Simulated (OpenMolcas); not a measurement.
**W5+: moving or changing the point charges**

W5+ among 6 point charges of -1.7 e arranged as a tetragonal octahedron (D4h), 2.08 Å from the ion, with the axial distance 1.789 Å.
```
   2.0800    0.0000    0.0000  -1.70
   0.0000    2.0800    0.0000  -1.70
  -2.0800    0.0000    0.0000  -1.70
   0.0000   -2.0800    0.0000  -1.70
   0.0000    0.0000    1.7888  -1.70
   0.0000    0.0000   -1.7888  -1.70
```

```json
{
 "Program": "OpenMolcas 26.06",
 "Method": "CASSCF",
 "Basis": "ANO-RCC-VDZP [7s6p4d2f1g]",
 "Scalar Hamiltonian": "DKH2, point nucleus",
 "Active space": "1 electron in 5 orbitals (5d)",
 "State averaging": "2S+1 = 2 even, 5 roots",
 "Spin-orbit coupling": "state interaction with AMFI integrals over the reference wave functions"
}
```

Runs around this geometry, states (labels of D4, the rotations of D4h). Energies in cm-1 above the lowest state or level, χT in cm3 K/mol.

```json
{"R (Å)": "2.08", "q (e)": "-1.1", "Axial / equatorial distance": "0.86", "Ground state": "2B2", "First state of that spin": "2E 3567", "First gap with spin-orbit (degeneracies)": "3412 (2, 2)", "χT at 300 K": "0.135"}
{"R (Å)": "1.93", "q (e)": "-1.7", "Axial / equatorial distance": "0.86", "Ground state": "2B2", "First state of that spin": "2E 6393", "First gap with spin-orbit (degeneracies)": "5654 (2, 2)", "χT at 300 K": "0.089"}
{"R (Å)": "2.08", "q (e)": "-1.7", "Axial / equatorial distance": "0.86", "Ground state": "2B2", "First state of that spin": "2E 5568", "First gap with spin-orbit (degeneracies)": "5017 (2, 2)", "χT at 300 K": "0.100"}
{"R (Å)": "2.21", "q (e)": "-1.7", "Axial / equatorial distance": "0.86", "Ground state": "2B2", "First state of that spin": "2E 4914", "First gap with spin-orbit (degeneracies)": "4532 (2, 2)", "χT at 300 K": "0.119"}
{"R (Å)": "2.08", "q (e)": "-1.7", "Axial / equatorial distance": "0.93", "Ground state": "2B2", "First state of that spin": "2E 2472", "First gap with spin-orbit (degeneracies)": "2145 (2, 2)", "χT at 300 K": "0.114"}
```

Taking the first state of the same spin as R^-n, n = -ln(4914 / 6393) / ln(2.21 / 1.93) = 1.9 between the shortest and longest distance.

Scaling the charges by -1.1 / -1.7 = 0.65 scales the first state of the same spin by 3567 / 5568 = 0.64; with fixed orbitals a first-order splitting would follow the charge.

Spin-orbit coupling mixes the spin-free states strongly: the lowest level takes only 65 % from its leading state, 2B2 (figures for R = 2.08, q = -1.1, ratio = 0.86; the like holds for R = 2.08, q = -1.7, ratio = 0.93). Point charges carry no covalency, so the field is a model and not that of real ligands. No measured value stands beside these numbers.
